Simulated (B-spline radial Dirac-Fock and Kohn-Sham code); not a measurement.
## M3 emission of Kr⁴⁺

System: krypton as Kr⁴⁺, configuration 1s2 2s2 2p6 3s2 3p6 3d10 4s2 4p2.

Input file task.json (cfg lists n, l and occupation; rrms is the nuclear radius in fm):

```json
{"items": [{
  "Z": 36,
  "q": 4,
  "cfg": [[1, 0, 2], [2, 0, 2], [2, 1, 6], [3, 0, 2], [3, 1, 6], [3, 2, 10], [4, 0, 2], [4, 1, 2]],
  "A": 84,
  "rrms": 4.1884,
  "do": ["binding", "quiet", "decay"],
  "holes": ["K", "L1", "L2", "L3", "M1", "M2", "M3", "M4", "M5", "N1"]
}]}
```

Command: `python xray_run.py task.json out`

Model: independent-particle rates on relativistic LDA orbitals of the hole state (multipoles up to L = 3, Coulomb Auger matrix elements, transition energies from Dirac-Fock). Program: a radial finite-basis atomic code.

```
 line  multipole  energy (eV)  width (meV)  share (%)
M3-M4         E1        123.4       0.0234       7.85
M3-M5         E1        124.6        0.218       73.3
M3-N1         E1        197.8       0.0560       18.8
```

The listed lines hold 100.0 % of the radiative rate. The radiative width is 0.000297 eV in the length form and 0.000245 eV in the velocity form; the two differ because the transition energies are not eigenvalue differences of the potential that gave the orbitals.

Values without a named source are computed, but for edge energies of neutral atoms, which are taken from tables.
